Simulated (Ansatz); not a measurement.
Input (CCSDT(Q)/cc-pVQZ; Ansatz, an electronic-structure program):

Ansatz 0.2 input:
```yaml
crystal:
  periodic: [false, false, false]
  atoms:
    - {symbol: Ga, position_ang: [-0.00000000, -0.00000000, -0.05278277]}
    - {symbol: H, position_ang: [0.00000000, 0.00000000, 1.63626580]}
basis:
  gaussian:
    orbitals: cc-pVQZ
magnetization: {spin_polarized: false}
correlation: {method: ccsdt_q, electrons: outside_noble_gas}
```

Output:

```
Functional definition: HF
integrals: 0.16 GiB planned
1112 factors; integrals over basis functions are off by at most 2.5e-7 eV
mean field: 0.29 GiB planned
mean field evaluation 1: about -52350.0033 eV, gradient 7.3e0 eV
mean field evaluation 2: about -52350.0039 eV, gradient 7.3e0 eV
mean field evaluation 4: about -52350.3522 eV, gradient 8.5e-1 eV
mean field evaluation 8: about -52350.3557 eV, gradient 3.8e-5 eV
mean field evaluation 16: about -52350.3553 eV, gradient 3.6e-1 eV
mean field -52350.35574814 eV, -1923.8400893987 hartree, gradient 4.2e-6 eV, S^2 0.000000; 0 other end points of the search recorded, 0 dependent functions left out
14 core orbitals not correlated
reference -52350.35574814 eV, -1923.8400893987 hartree; 2, 2 occupied and 82, 82 virtual orbitals, 1112 factors
second order -1.72581616 eV of doubles, -0.00000000 eV of singles
coupled cluster: 0.60 GiB planned
cycle   1  -2.01579595 eV  change   -2.9e-1 eV  update   6.0e-2
cycle   2  -2.24239731 eV  change   -2.3e-1 eV  update   2.9e-2
cycle   3  -2.24264620 eV  change   -2.5e-4 eV  update   6.5e-3
cycle   4  -2.24441284 eV  change   -1.8e-3 eV  update   2.8e-3
cycle   5  -2.24456544 eV  change   -1.5e-4 eV  update   6.8e-4
cycle   6  -2.24411319 eV  change    4.5e-4 eV  update   2.8e-4
cycle   7  -2.24411204 eV  change    1.1e-6 eV  update   1.1e-4
cycle   8  -2.24417510 eV  change   -6.3e-5 eV  update   4.0e-5
cycle   9  -2.24416044 eV  change    1.5e-5 eV  update   1.3e-5
cycle  10  -2.24415543 eV  change    5.0e-6 eV  update   3.4e-6
cycle  11  -2.24415511 eV  change    3.2e-7 eV  update   1.1e-6
cycle  12  -2.24415551 eV  change   -4.0e-7 eV  update   3.4e-7
perturbative correction -0.00127420 eV, -0.0000468261 hartree
Total energy: -52352.60117786 eV, -1923.9226074187 hartree
```
